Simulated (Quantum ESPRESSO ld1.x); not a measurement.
ld1.x (Quantum ESPRESSO 7.5) input

```
 &input
    zed=33.0,
    iswitch=1,
    rel=1,
    dft='PBE',
    config='[Ar] 3d10 4s2 4p2 6s1',
    dx=0.01,
    rmax=200,
    verbosity='high',
    prefix='ld1',
    max_out_wfc=37,
    file_charge='ld1.rho',
 /
```

It prints:

```
     Program LD1 v.7.5 starts

     --------------------------- All-electron run ----------------------------

     scalar relativistic calculation

     atomic number is 33.00
     dft =PBE   lsd =0 sic =0 latt =0  beta=0.20 tr2=1.0E-14
     Exchange-correlation= PBE
                           (   1   4   3   4   0   0   0)
     mesh =1681 r(mesh) = 201.03770 a.u. xmin = -8.00 dx = 0.01000
     1 Ry =  13.60569312 eV, c = 137.03599908

     n l     nl                  e(Ry)          e(Ha)          e(eV)
     1 0     1S 1( 2.00)    -861.913002800    -430.956501400 -11726.9238148
     2 0     2S 1( 2.00)    -109.812760519     -54.906380259  -1494.0787206
     2 1     2P 1( 6.00)     -96.355336580     -48.177668290  -1310.9811403
     3 0     3S 1( 2.00)     -14.522837900      -7.261418950   -197.5932757
     3 1     3P 1( 6.00)     -10.360712830      -5.180356415   -140.9646793
     3 2     3D 1(10.00)      -3.521732363      -1.760866181    -47.9156098
     4 0     4S 1( 2.00)      -1.535977117      -0.767988559    -20.8980333
     4 1     4P 1( 2.00)      -0.801751592      -0.400875796    -10.9083861
     6 0     6S 1( 1.00)      -0.074256751      -0.037128376     -1.0103146

     final scf error:  5.1E-15 reached in  37 iterations

     Etot =   -4521.065880 Ry,   -2260.532940 Ha,  -61512.234956 eV

     Ekin =    4608.167974 Ry,    2304.083987 Ha,   62697.319319 eV
     Encl =  -10880.930553 Ry,   -5440.465277 Ha, -148042.602001 eV
     Eh   =    1918.484815 Ry,     959.242408 Ha,   26102.315659 eV
     Exc  =    -166.788117 Ry,     -83.394058 Ha,   -2269.267932 eV

     normalization and overlap integrals

     s(1S/1S) =  1.000000  <r> =   0.0455  <r2> =    0.0028  r(max) =   0.0297
     s(1S/2S) = -0.005339
     s(1S/3S) = -0.002026
     s(1S/4S) = -0.000629
     s(1S/6S) = -0.000097
     s(2S/2S) =  1.000000  <r> =   0.2028  <r2> =    0.0485  r(max) =   0.1692
     s(2S/3S) = -0.001193
     s(2S/4S) = -0.000362
     s(2S/6S) = -0.000056
     s(2P/2P) =  1.000000  <r> =   0.1772  <r2> =    0.0385  r(max) =   0.1358
     s(2P/3P) = -0.000959
     s(2P/4P) = -0.000238
     s(3S/3S) =  1.000000  <r> =   0.5983  <r2> =    0.4125  r(max) =   0.5239
     s(3S/4S) = -0.000216
     s(3S/6S) = -0.000033
     s(3P/3P) =  1.000000  <r> =   0.6171  <r2> =    0.4476  r(max) =   0.5187
     s(3P/4P) = -0.000152
     s(3D/3D) =  1.000000  <r> =   0.6773  <r2> =    0.5798  r(max) =   0.4788
     s(4S/4S) =  1.000000  <r> =   1.8771  <r2> =    4.0320  r(max) =   1.5896
     s(4S/6S) = -0.000014
     s(4P/4P) =  1.000000  <r> =   2.3227  <r2> =    6.2665  r(max) =   1.9031
     s(6S/6S) =  1.000000  <r> =  13.0902  <r2> =  189.3358  r(max) =  12.9811

     ------------------------ End of All-electron run ------------------------
```

Run on one thread of a shared host, so times are rough (Intel(R) Xeon(R) Processor @ 2.60GHz): 0.61 s of CPU time, 0.76 s wall, 37 iterations on 1681 mesh points.
